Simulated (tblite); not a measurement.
Compound: C5H9ClSi.
Atom-mapped SMILES: `[CH3:1][C@H:2]1[CH:3]=[C:4]1[SiH2:5][CH2:6][Cl:7]` (hydrogens: H8, H9, H10 on C1; H11 on C2; H12 on C3; H13, H14 on Si5; H15, H16 on C6)

Computed geometry: GFN2-xTB, gas phase.

**Question.** List the bond lengths, angles and torsions at this level.

**Answer.** 
```json
{"bond": "C1–C2", "length (Å)": "1.512", "order": "single"}
{"bond": "C2–C3", "length (Å)": "1.487", "order": "single"}
{"bond": "C3=C4", "length (Å)": "1.311", "order": "double"}
{"bond": "C4–Si5", "length (Å)": "1.852", "order": "single"}
{"bond": "Si5–C6", "length (Å)": "1.915", "order": "single"}
{"bond": "C6–Cl7", "length (Å)": "1.785", "order": "single"}
{"bond": "C2–C4", "length (Å)": "1.519", "order": "single"}
{"bond": "C1–H8, C1–H9, C1–H10", "length (Å)": "1.089", "order": "single"}
{"bond": "C2–H11", "length (Å)": "1.088", "order": "single"}
{"bond": "C3–H12", "length (Å)": "1.063", "order": "single"}
{"bond": "Si5–H13", "length (Å)": "1.468", "order": "single"}
{"bond": "Si5–H14", "length (Å)": "1.464", "order": "single"}
{"bond": "C6–H15", "length (Å)": "1.088", "order": "single"}
{"bond": "C6–H16", "length (Å)": "1.087", "order": "single"}
```

Bonds in one row agree within 0.01 Å and their mean is given. Orders are formal, as drawn. A selection of angles:
```json
{"angle": "C2–C1–H8", "degrees": "110.6"}
{"angle": "C2–C1–H9", "degrees": "110.3"}
{"angle": "H8–C1–H9", "degrees": "108.5"}
{"angle": "H8–C1–H10", "degrees": "108.1"}
{"angle": "C1–C2–C3", "degrees": "121.0"}
{"angle": "C1–C2–C4", "degrees": "120.6"}
{"angle": "C1–C2–H11", "degrees": "113.4"}
{"angle": "C3–C2–C4", "degrees": "51.7"}
{"angle": "C3–C2–H11", "degrees": "118.7"}
{"angle": "C4–C2–H11", "degrees": "118.1"}
{"angle": "C2–C3–C4", "degrees": "65.4"}
{"angle": "C2–C3–H12", "degrees": "145.3"}
{"angle": "C4–C3–H12", "degrees": "149.3"}
{"angle": "C3–C4–Si5", "degrees": "152.1"}
{"angle": "C2–C4–C3", "degrees": "62.9"}
{"angle": "C2–C4–Si5", "degrees": "144.9"}
{"angle": "C4–Si5–C6", "degrees": "107.9"}
{"angle": "C4–Si5–H13", "degrees": "110.3"}
{"angle": "C4–Si5–H14", "degrees": "110.9"}
{"angle": "C6–Si5–H13", "degrees": "107.3"}
{"angle": "C6–Si5–H14", "degrees": "108.6"}
{"angle": "H13–Si5–H14", "degrees": "111.8"}
{"angle": "Si5–C6–Cl7", "degrees": "109.6"}
{"angle": "Si5–C6–H15", "degrees": "112.9"}
{"angle": "Si5–C6–H16", "degrees": "112.6"}
{"angle": "Cl7–C6–H15", "degrees": "106.5"}
{"angle": "Cl7–C6–H16", "degrees": "106.5"}
{"angle": "H15–C6–H16", "degrees": "108.3"}
```

Dihedral angles: C1–C2–C3–C4 106° (anticlinal); C2–C3–C4–Si5 -178° (antiperiplanar); C3–C4–Si5–C6 -27° (synperiplanar); C4–Si5–C6–Cl7 60° (synclinal); C1–C2–C4–C3 -107° (anticlinal).

The C–C distances run from 1.311 Å (C3=C4, drawn double) to 1.519 Å (C2–C4, drawn single), a spread of 0.208 Å. The 3-membered ring C2–C3–C4 has internal angles of 51.7° to 65.4°. The 2 C–Si bonds span 1.852 Å (C4–Si5, drawn single) to 1.915 Å (Si5–C6, drawn single), a spread of 0.063 Å. Si5 (SiH2 silicon) is tetrahedral (angles from 107.3° to 111.8°).

Point group: C1 (no symmetry element, even within 0.4 Å). Its GFN2-xTB frequencies are all real (lowest 15 cm⁻¹). The numbers are those of one conformer.
